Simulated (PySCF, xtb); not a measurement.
CH₈Cl₂Si₃, SMILES C([Si](Cl)([SiH3])Cl)[SiH3].

GFN2-xTB in xtb 6.7.1 at its own geometry gives an orbital gap of 4.40 eV and a dipole moment of 2.16 D.

Geometry: B3LYP-D3(BJ)/def2-SVP. This is a generated structure with no PubChem entry under its InChIKey; it may be hypothetical. Other conformers were not sampled.

Q: What does PBE/def2-TZVP (PySCF) give? (An estimate is asked for; the answer gives what the named calculation found.)

A: gap 5.64 eV (levels -6.96 and -1.31 eV), dipole 1.71 D.
